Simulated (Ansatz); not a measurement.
Start from `O[SiH2]S` and change one atom or group to get `O[SiH](O)S`.

Ansatz, PBE0-D4/def2-TZVP geometries, multiplicity 1. Each molecule was computed in one conformer, which needn't be the lowest.

| property | `O[SiH2]S` |
| --- | --- |
| size of the dipole moment (PBE/def2-TZVPP) / D | 0.85 |
| HOMO–LUMO gap (B3LYP/def2-TZVPP) / eV | 7.42 |
| HOMO energy (PBE/def2-TZVPP) / eV | -6.45 |
| HOMO energy (ωB97M-V/def2-TZVPP) / eV | -9.91 |
| HOMO energy (PBE0/def2-TZVPP) / eV | -7.70 |
| size of the dipole moment (B3LYP/def2-TZVPP) / D | 0.81 |

Problem. What does the change do to each property? (Best estimate.)

Solution. Computed: 
```json
{"property": "size of the dipole moment (PBE/def2-TZVPP) / D", "`O[SiH](O)S`": "2.02", "shift": "1.17"}
{"property": "HOMO–LUMO gap (B3LYP/def2-TZVPP) / eV", "`O[SiH](O)S`": "7.52", "shift": "0.10"}
{"property": "HOMO energy (PBE/def2-TZVPP) / eV", "`O[SiH](O)S`": "-6.38", "shift": "0.07"}
{"property": "HOMO energy (ωB97M-V/def2-TZVPP) / eV", "`O[SiH](O)S`": "-9.89", "shift": "0.02"}
{"property": "HOMO energy (PBE0/def2-TZVPP) / eV", "`O[SiH](O)S`": "-7.67", "shift": "0.03"}
{"property": "size of the dipole moment (B3LYP/def2-TZVPP) / D", "`O[SiH](O)S`": "2.02", "shift": "1.21"}
```

The zero-point energy changes by 15.7 kJ/mol with +3 modes. Dipoles are sizes alone; their direction can turn.

B3LYP here is the variant with VWN-RPA as its local correlation; programs differ in this.
